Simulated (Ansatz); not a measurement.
One change: `[CH3][Al]([CH3])[CH2]O` becomes `[CH3][Al]([CH3])[CH2]S`.

Ansatz, PBE0-D4/def2-TZVP geometries, multiplicity 1. Each molecule was computed in one conformer, which needn't be the lowest.

| property | `[CH3][Al]([CH3])[CH2]O` |
| --- | --- |
| HOMO–LUMO gap (B3LYP/def2-TZVPP) / eV | 5.79 |
| HOMO energy (PBE/def2-TZVPP) / eV | -5.40 |
| size of the dipole moment (B3LYP/def2-TZVPP) / D | 1.96 |
| ideal-gas entropy at 298 K and 1 bar (rigid rotor, harmonic PBE0-D4/def2-TZVP) / J/(mol·K) | 406 |
| HOMO–LUMO gap (PBE/def2-TZVPP) / eV | 4.04 |
| HOMO–LUMO gap (ωB97M-V/def2-TZVPP) / eV | 10.07 |

Question: Give the same properties after the change, and the shifts. (Estimate.)

Answer: Computed: 
```csv
property,`[CH3][Al]([CH3])[CH2]S`,shift
HOMO–LUMO gap (B3LYP/def2-TZVPP) / eV,6.28,0.49
HOMO energy (PBE/def2-TZVPP) / eV,-5.65,-0.25
size of the dipole moment (B3LYP/def2-TZVPP) / D,1.00,-0.96
"ideal-gas entropy at 298 K and 1 bar (rigid rotor, harmonic PBE0-D4/def2-TZVP) / J/(mol·K)",392,-14
HOMO–LUMO gap (PBE/def2-TZVPP) / eV,4.68,0.64
HOMO–LUMO gap (ωB97M-V/def2-TZVPP) / eV,10.47,0.40
```

Dipoles are sizes alone; their direction can turn. Modes under 60 cm⁻¹, often nearly free rotors, make the harmonic entropy too high.

B3LYP here is the variant with VWN-RPA as its local correlation; programs differ in this.
